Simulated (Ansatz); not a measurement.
Ansatz (a quantum-chemistry and plane-wave program) input (B3LYP-D3(BJ)/def2-TZVP):

Ansatz 0.2 input:
```yaml
crystal:
  periodic: [false, false, false]
  atoms:
    - {symbol: C, position_ang: [1.59294966, -0.43423657, 0.08545979]}
    - {symbol: O, position_ang: [0.83969488, 0.72681489, 0.40018442]}
    - {symbol: C, position_ang: [-0.39719284, 0.81121517, -0.15797108]}
    - {symbol: C, position_ang: [-1.39400668, -0.28646657, 0.17939290]}
    - {symbol: F, position_ang: [-0.89074028, 2.01071913, 0.22525347]}
    - {symbol: F, position_ang: [-0.28957494, 0.90155914, -1.52863101]}
    - {symbol: H, position_ang: [1.18116149, -1.32010127, 0.57654483]}
    - {symbol: H, position_ang: [1.63696064, -0.59198560, -0.99482018]}
    - {symbol: H, position_ang: [2.59195364, -0.23783494, 0.46650713]}
    - {symbol: H, position_ang: [-2.37034539, 0.01314200, -0.19191225]}
    - {symbol: H, position_ang: [-1.43454299, -0.40850865, 1.25809515]}
    - {symbol: H, position_ang: [-1.09931810, -1.21690104, -0.29661054]}
basis:
  gaussian:
    orbitals: def2-TZVP
hamiltonian:
  xc: b3lyp
  dispersion: d3bj
relax: {f_tol: 0.002, max_steps: 150}
```

Output:

```
Functional definition: B3LYP
integrals: 0.14 GiB planned
1267 factors; their error is unknown
mean field: 1.34 GiB planned
mean field evaluation 1: about -10685.7926 eV, gradient 6.8e1 eV
mean field evaluation 2: about -10682.3175 eV, gradient 8.0e1 eV
mean field evaluation 4: about -10694.4820 eV, gradient 3.9e0 eV
mean field evaluation 8: about -10694.4970 eV, gradient 6.0e-2 eV
mean field evaluation 16: about -10694.4956 eV, gradient 5.3e-4 eV
mean field -10694.49564003 eV, -393.0154657815 hartree, gradient 1.8e-5 eV, S^2 0.000000; 0 other end points of the search recorded, 0 dependent functions left out
the calculation of the forces begins
reference -10694.49588077 eV, -393.0154746286 hartree; 25, 25 occupied and 197, 197 virtual orbitals, 1267 factors
relax step   1: F+E_penalty+E_count = -10694.83607746 eV  Δ(F+E_penalty+E_count) = +0.000e0 eV  max|allowed force component| = 4.074e-1 eV/Å  Δτ_max = 0.0000 Å  (30 SCF iters, accepted)
these checks for a lower state are left out or cut short: starts, cluster_reference, orbital_swaps, neighbouring_geometries, increment
integrals: 0.14 GiB planned
1267 factors; their error is unknown
mean field: 1.34 GiB planned
mean field -10694.50525926 eV, -393.0158192817 hartree, gradient 1.2e-5 eV, S^2 0.000000; 0 other end points of the search recorded, 0 dependent functions left out
the calculation of the forces begins
reference -10694.50549962 eV, -393.0158281149 hartree; 25, 25 occupied and 197, 197 virtual orbitals, 1267 factors
relax step   2: F+E_penalty+E_count = -10694.84572447 eV  Δ(F+E_penalty+E_count) = -9.647e-3 eV  max|allowed force component| = 1.878e-1 eV/Å  Δτ_max = 0.0221 Å  (31 SCF iters, accepted)
these checks for a lower state are left out or cut short: starts, cluster_reference, orbital_swaps, neighbouring_geometries, increment
integrals: 0.14 GiB planned
1267 factors; their error is unknown
mean field: 1.34 GiB planned
mean field evaluation 32: about -10694.5074 eV, gradient 7.6e-3 eV
mean field -10694.50740788 eV, -393.0158982420 hartree, gradient 1.3e-5 eV, S^2 0.000000; 0 other end points of the search recorded, 0 dependent functions left out
the calculation of the forces begins
reference -10694.50764812 eV, -393.0159070709 hartree; 25, 25 occupied and 197, 197 virtual orbitals, 1267 factors
relax step   3: F+E_penalty+E_count = -10694.84757334 eV  Δ(F+E_penalty+E_count) = -1.849e-3 eV  max|allowed force component| = 4.319e-2 eV/Å  Δτ_max = 0.0169 Å  (31 SCF iters, accepted)
these checks for a lower state are left out or cut short: starts, cluster_reference, orbital_swaps, neighbouring_geometries, increment
integrals: 0.14 GiB planned
1267 factors; their error is unknown
mean field: 1.34 GiB planned
mean field -10694.43248708 eV, -393.0131449534 hartree, gradient 1.4e-5 eV, S^2 0.000000; 0 other end points of the search recorded, 0 dependent functions left out
the calculation of the forces begins
reference -10694.43272638 eV, -393.0131537475 hartree; 25, 25 occupied and 197, 197 virtual orbitals, 1267 factors
relax step   4: F+E_penalty+E_count = -10694.77146633 eV  Δ(F+E_penalty+E_count) = +7.611e-2 eV  max|allowed force component| = 1.690e0 eV/Å  Δτ_max = 0.0698 Å  (30 SCF iters, rejected (line search))
these checks for a lower state are left out or cut short: starts, cluster_reference, orbital_swaps, neighbouring_geometries, increment
integrals: 0.14 GiB planned
1267 factors; their error is unknown
mean field: 1.34 GiB planned
mean field -10694.50788137 eV, -393.0159156424 hartree, gradient 1.3e-5 eV, S^2 0.000000; 0 other end points of the search recorded, 0 dependent functions left out
the calculation of the forces begins
reference -10694.50812148 eV, -393.0159244665 hartree; 25, 25 occupied and 197, 197 virtual orbitals, 1267 factors
relax step   5: F+E_penalty+E_count = -10694.84802658 eV  Δ(F+E_penalty+E_count) = -4.532e-4 eV  max|allowed force component| = 3.071e-2 eV/Å  Δτ_max = 0.0183 Å  (31 SCF iters, accepted)
these checks for a lower state are left out or cut short: starts, cluster_reference, orbital_swaps, neighbouring_geometries, increment
integrals: 0.14 GiB planned
1267 factors; their error is unknown
mean field: 1.34 GiB planned
mean field -10694.50825001 eV, -393.0159291899 hartree, gradient 1.3e-5 eV, S^2 0.000000; 0 other end points of the search recorded, 0 dependent functions left out
the calculation of the forces begins
reference -10694.50849014 eV, -393.0159380143 hartree; 25, 25 occupied and 197, 197 virtual orbitals, 1267 factors
relax step   6: F+E_penalty+E_count = -10694.84823126 eV  Δ(F+E_penalty+E_count) = -2.047e-4 eV  max|allowed force component| = 2.290e-2 eV/Å  Δτ_max = 0.0182 Å  (31 SCF iters, accepted)
these checks for a lower state are left out or cut short: starts, cluster_reference, orbital_swaps, neighbouring_geometries, increment
integrals: 0.14 GiB planned
1267 factors; their error is unknown
mean field: 1.34 GiB planned
mean field -10694.48786075 eV, -393.0151798983 hartree, gradient 1.3e-5 eV, S^2 0.000000; 0 other end points of the search recorded, 0 dependent functions left out
the calculation of the forces begins
reference -10694.48810108 eV, -393.0151887305 hartree; 25, 25 occupied and 197, 197 virtual orbitals, 1267 factors
relax step   7: F+E_penalty+E_count = -10694.82837316 eV  Δ(F+E_penalty+E_count) = +1.986e-2 eV  max|allowed force component| = 7.155e-1 eV/Å  Δτ_max = 0.0405 Å  (31 SCF iters, rejected (line search))
these checks for a lower state are left out or cut short: starts, cluster_reference, orbital_swaps, neighbouring_geometries, increment
integrals: 0.14 GiB planned
1267 factors; their error is unknown
mean field: 1.34 GiB planned
mean field evaluation 64: about -10694.5202 eV, gradient 8.9e-4 eV
mean field -10694.50837053 eV, -393.0159336189 hartree, gradient 1.3e-5 eV, S^2 0.000000; 0 other end points of the search recorded, 0 dependent functions left out
the calculation of the forces begins
reference -10694.50861069 eV, -393.0159424445 hartree; 25, 25 occupied and 197, 197 virtual orbitals, 1267 factors
relax step   8: F+E_penalty+E_count = -10694.84828791 eV  Δ(F+E_penalty+E_count) = -5.665e-5 eV  max|allowed force component| = 1.000e-2 eV/Å  Δτ_max = 0.0086 Å  (31 SCF iters, accepted)
these checks for a lower state are left out or cut short: starts, cluster_reference, orbital_swaps, neighbouring_geometries, increment
integrals: 0.14 GiB planned
1267 factors; their error is unknown
mean field: 1.34 GiB planned
mean field -10694.50840855 eV, -393.0159350161 hartree, gradient 1.3e-5 eV, S^2 0.000000; 0 other end points of the search recorded, 0 dependent functions left out
the calculation of the forces begins
reference -10694.50864872 eV, -393.0159438421 hartree; 25, 25 occupied and 197, 197 virtual orbitals, 1267 factors
relax step   9: F+E_penalty+E_count = -10694.84830521 eV  Δ(F+E_penalty+E_count) = -1.730e-5 eV  max|allowed force component| = 4.709e-3 eV/Å  Δτ_max = 0.0060 Å  (32 SCF iters, accepted)
these checks for a lower state are left out or cut short: starts, cluster_reference, orbital_swaps, neighbouring_geometries, increment
integrals: 0.14 GiB planned
1267 factors; their error is unknown
mean field: 1.34 GiB planned
mean field -10694.50845572 eV, -393.0159367495 hartree, gradient 1.3e-5 eV, S^2 0.000000; 0 other end points of the search recorded, 0 dependent functions left out
the calculation of the forces begins
reference -10694.50869591 eV, -393.0159455762 hartree; 25, 25 occupied and 197, 197 virtual orbitals, 1267 factors
relax step  10: F+E_penalty+E_count = -10694.84830852 eV  Δ(F+E_penalty+E_count) = -3.314e-6 eV  max|allowed force component| = 1.944e-3 eV/Å  Δτ_max = 0.0019 Å  (32 SCF iters, accepted)
these checks for a lower state are left out or cut short: starts, cluster_reference, orbital_swaps, neighbouring_geometries, increment
integrals: 0.14 GiB planned
1267 factors; their error is unknown
mean field: 1.34 GiB planned
mean field -10694.50847838 eV, -393.0159375822 hartree, gradient 1.3e-5 eV, S^2 0.000000; 0 other end points of the search recorded, 0 dependent functions left out
the calculation of the forces begins
reference -10694.50871858 eV, -393.0159464094 hartree; 25, 25 occupied and 197, 197 virtual orbitals, 1267 factors
relax step  11: F+E_penalty+E_count = -10694.84831018 eV  Δ(F+E_penalty+E_count) = -1.656e-6 eV  max|allowed force component| = 9.412e-4 eV/Å  Δτ_max = 0.0024 Å  (32 SCF iters, accepted)
integrals: 0.14 GiB planned
1267 factors; their error is unknown
mean field: 1.34 GiB planned
mean field evaluation 96: about -10694.5085 eV, gradient 1.3e-5 eV
mean field -10694.50847838 eV, -393.0159375822 hartree, gradient 1.3e-5 eV, S^2 0.000000; 1 other end points of the search recorded, 0 dependent functions left out
the calculation of the forces begins
reference -10694.50871858 eV, -393.0159464094 hartree; 25, 25 occupied and 197, 197 virtual orbitals, 1267 factors
Total energy: -10694.84855038 eV, -393.0284349977 hartree
Atom 0 at     1.595579    -0.439233     0.071588 Å, force     0.000129     0.000531     0.000904 eV/Å
Atom 1 at     0.835972     0.722902     0.400137 Å, force    -0.000116    -0.000806    -0.000698 eV/Å
Atom 2 at    -0.407885     0.820091    -0.155387 Å, force    -0.000443     0.000850    -0.000404 eV/Å
Atom 3 at    -1.391105    -0.276261     0.183705 Å, force    -0.000077    -0.000606    -0.000040 eV/Å
Atom 4 at    -0.891555     2.018102     0.259383 Å, force     0.000264    -0.000341    -0.000458 eV/Å
Atom 5 at    -0.296153     0.908256    -1.530470 Å, force    -0.000020     0.000040     0.000941 eV/Å
Atom 6 at     1.178882    -1.333233     0.541793 Å, force    -0.000128    -0.000109    -0.000417 eV/Å
Atom 7 at     1.652219    -0.578991    -1.008816 Å, force    -0.000411     0.000176    -0.000199 eV/Å
Atom 8 at     2.592486    -0.261613     0.465879 Å, force     0.000403    -0.000119     0.000255 eV/Å
Atom 9 at    -2.358856    -0.029273    -0.248003 Å, force     0.000257     0.000005     0.000071 eV/Å
Atom 10 at    -1.484071    -0.354476     1.265720 Å, force     0.000189     0.000205    -0.000004 eV/Å
Atom 11 at    -1.058514    -1.228855    -0.224036 Å, force    -0.000046     0.000173     0.000050 eV/Å
Dipole moment:     0.056407    -0.633312     0.116680 e Å
```
